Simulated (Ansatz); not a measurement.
Ansatz (an electronic-structure program) input (RI-MP2/def2-TZVPPD):
A basis named .json is the Basis Set Exchange file of that set.

Ansatz 0.2 input:
```yaml
crystal:
  periodic: [false, false, false]
  atoms:
    - {symbol: Sn, position_ang: [-0.00000000, -0.00000000, -0.03502570]}
    - {symbol: H, position_ang: [0.00000000, 0.00000000, 1.75128499]}
basis:
  gaussian:
    orbitals: def2-TZVPPD.json
    fitting: {mean_field: def2-universal-jkfit, correlation: def2-TZVPPD-RIFIT.json}
magnetization: {spin_polarized: true, initial_magnetization: 1}
correlation: {method: mp2, electrons: outside_noble_gas}
```

End of the output:

```
integrals: 0.01 GiB planned
236 factors; integrals over basis functions are off by at most 1.2e0 eV
239 factors; integrals over basis functions are off by at most 7.2e-1 eV
mean field: 0.10 GiB planned
mean field evaluation 1: about -5820.2349 eV, gradient 5.2e0 eV
mean field evaluation 2: about -5820.5606 eV, gradient 2.1e0 eV
mean field evaluation 4: about -5820.6141 eV, gradient 2.5e-1 eV
mean field evaluation 8: about -5820.6139 eV, gradient 3.4e-1 eV
mean field evaluation 16: about -5820.4276 eV, gradient 1.3e0 eV
mean field -5820.61555105 eV, -213.9036761461 hartree, gradient 8.0e-7 eV, S^2 0.765136; 4 other end points of the search recorded, 0 dependent functions left out
9 core orbitals not correlated
reference -5820.61555105 eV, -213.9036761461 hartree; 3, 2 occupied and 61, 62 virtual orbitals, 239 factors
second order -1.84939508 eV of doubles, -0.00000000 eV of singles
Total energy: -5822.46494613 eV, -213.9716401617 hartree
```
